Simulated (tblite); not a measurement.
Species: C₂H₈NSi (doublet state).
Atom-mapped SMILES: `[CH3:1][Si:2]([CH3:3])[NH2:4]` (hydrogens: H5, H6, H7 on C1; H8, H9, H10 on C3; H11, H12 on N4)

Geometry (GFN2-xTB, Å), atoms numbered from 1 in this order:
```
atom  x, y, z in Å
C1    -1.2826   -1.0951   -0.3737
Si2   -0.2751    0.2142    0.5732
C3     1.5775   -0.2167    0.6666
N4    -0.3727    1.6644   -0.3827
H5    -2.3365   -0.8390   -0.4106
H6    -0.9241   -1.1791   -1.3978
H7    -1.1954   -2.0706    0.0938
H8     2.0030   -0.2714   -0.3336
H9     1.7334   -1.1751    1.1511
H10    2.1334    0.5305    1.2240
H11    0.2151    2.4472   -0.1468
H12   -1.2748    1.9900   -0.6896
```

Computed with GFN2-xTB (tblite): harmonic, unscaled wavenumbers at the GFN2-xTB geometry, gas phase. The method is semi-empirical: single wavenumbers can be off by several per cent or more. One conformer, not necessarily the lowest. Open shells enter through the occupations alone, without spin polarisation, and single modes of such species can be off by tens of per cent.

Harmonic wavenumbers (cm⁻¹): 103.0, 111.6, 166.0, 176.8, 220.6, 230.0, 508.8, 662.6, 732.2, 773.4, 790.4, 800.0, 844.9, 851.3, 896.3, 1358.4, 1365.7, 1484.8, 1488.1, 1495.8, 1499.5, 1524.0, 2996.0, 3000.8, 3045.9, 3047.1, 3050.1, 3052.0, 3476.8, 3514.0.

A = 6203, B = 5305, C = 3255 MHz; mass 74.043 u (most abundant isotopes); point group Cs, symmetry number 1; spin multiplicity 2.

Q: What is the zero-point energy?

A: Half the sum of the wavenumbers: 21633 cm⁻¹ = 258.79 kJ/mol.

Q: What is S at 298.15 K and 1 bar for an ideal gas of classical rigid rotors and harmonic oscillators?

A: Translation 162.54, rotation 106.73, vibration 74.53, spin (R ln 2) 5.76: S = 349.6 J/(mol K).

Q: And Cp and H(298.15 K) − H(0)?

A: Cp = 110.39 J/(mol K), of which vibrations give 77.13 (their classical limit is 30 R = 249.4); H(298.15 K) − H(0) = 22.05 kJ/mol without the zero-point energy, 12.13 from vibrations.

Q: How do the functions run with temperature in this model?

A: 
```tsv
T (K)	S (J/(mol K))	Cp (J/(mol K))	H − H(0) (kJ/mol)	G − H(0) (kJ/mol)	ln q(vib)
50	219.8	45.2	1.82	-9.17	0.11
100	257.9	65.0	4.63	-21.16	0.74
373.15	376.1	126.4	30.94	-109.40	5.29
500	416.4	149.5	48.50	-159.72	7.27
750	483.8	182.8	90.30	-272.53	10.94
1000	539.8	206.6	139.12	-400.67	14.27
```

q(vib) and H(0) count from the zero-point level.

Q: Which modes carry the vibrational entropy at 298.15 K?

A: 103.0 cm⁻¹: 14.21; 111.6 cm⁻¹: 13.56; 166.0 cm⁻¹: 10.38; 176.8 cm⁻¹: 9.88; 220.6 cm⁻¹: 8.18; 230.0 cm⁻¹: 7.86 J/(mol K); the other 24 give 10.46 together.

Q: Blend soft modes into free rotors: weight 1/[1 + (100 cm⁻¹/ν̃)⁴] for the oscillator and the rest for a rotor with moment μB/(μ + B), μ = h/(8π²ν), B = 10⁻⁴⁴ kg m². What vibrational entropy results?

A: 72.55 J/(mol K) in place of 74.53, which changes −T·S at 298.15 K by +0.59 kJ/mol.

Hindered rotation and anharmonicity are outside this model. Other conformers, if any are populated, would add a mixing term that is left out.
